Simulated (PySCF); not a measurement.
## Indium: a sound run and one with changed settings

Sound run: In [Kr] 4d10 5s2 5p1, In⁺ [Kr] 4d10 5s2. All numbers are calculated (PySCF 2.14, scalar relativity through the core potential, in cc-pVTZ-PP with ECP28MDF (5s4p3d1f, 39 functions)). The sound run starts from symmetry-adapted Hartree-Fock orbitals and uses a fine grid where one is needed.

Changed run: basis STO-3G, all-electron and non-relativistic. This setting is unsound on purpose.

```tsv
species	method	sound run (hartree)	changed run (hartree)	converged
In	UHF	-189.21033	-5682.77739	yes
In	LDA	-189.79575	-5679.09590	yes
In	PBE	-190.11690	-5684.11102	yes
In⁺	UHF	-189.01875	-5682.72828	yes
In⁺	LDA	-189.58587	-5679.01077	yes
In⁺	PBE	-189.91173	-5684.03005	yes
```

Ionisation energy of In:

```tsv
method	sound run (eV)	changed run (eV)
UHF	5.213	1.336
LDA	5.711	2.317
PBE	5.583	2.203
```

A minimal basis cannot let orbitals breathe on ionisation and holds almost no correlation. The Hamiltonian changed with the basis, so the totals do not compare.

For comparison, NIST gives 5.786 eV between the lowest levels.
